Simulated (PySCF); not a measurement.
CH4AlFS. Atoms are numbered in the order given.

```xyz
8

Al     0.5008     0.9115     0.0000
F     -0.2623     2.3921     0.0000
H      2.0713     0.8429     0.0000
S     -0.7478    -0.8635     0.0000
C      0.5539    -2.1755     0.0000
H      1.5708    -1.7570     0.0000
H      0.4243    -2.7974    -0.8958
H      0.4243    -2.7974     0.8958
```

Geometry optimised at B3LYP-D3(BJ)/def2-SVP. One conformer was computed; it need not be the lowest.

These are B3LYP-D3(BJ)/def2-SVP (PySCF) values and carry that method's errors.

Frequencies are harmonic and unscaled.

Problem. List the normal modes with their intensities. (An estimate is asked for; the answer gives what the named calculation found.)

Solution. 
| mode | ν (cm⁻¹) | IR (km/mol) | moving atoms (share of kinetic energy) |
|---|---|---|---|
| 1 | 69 | 0.0 | H 69 %, F 11 %, S 9 %, C 8 % |
| 2 | 104 | 1.3 | H 44 %, Al 24 %, F 20 %, C 11 % |
| 3 | 142 | 3.9 | C 27 %, F 24 %, H 17 %, S 17 %, Al 14 % |
| 4 | 229 | 8.9 | F 36 %, Al 21 %, C 19 %, S 18 % |
| 5 | 477 | 123.8 | H 80 %, Al 17 % |
| 6 | 509 | 37.0 | S 45 %, Al 44 % |
| 7 | 665 | 179.8 | H 86 % |
| 8 | 693 | 2.7 | C 58 %, S 30 %, H 13 % |
| 9 | 869 | 161.6 | F 53 %, Al 45 % |
| 10 | 963 | 6.8 | H 84 %, C 14 % |
| 11 | 975 | 3.2 | H 82 %, C 15 % |
| 12 | 1340 | 12.7 | H 87 %, C 12 % |
| 13 | 1451 | 4.6 | H 95 % |
| 14 | 1462 | 6.8 | H 95 % |
| 15 | 1982 | 130.2 | H 96 % |
| 16 | 3046 | 18.8 | H 98 % |
| 17 | 3147 | 3.4 | H 90 %, C 10 % |
| 18 | 3159 | 2.5 | H 90 %, C 10 % |
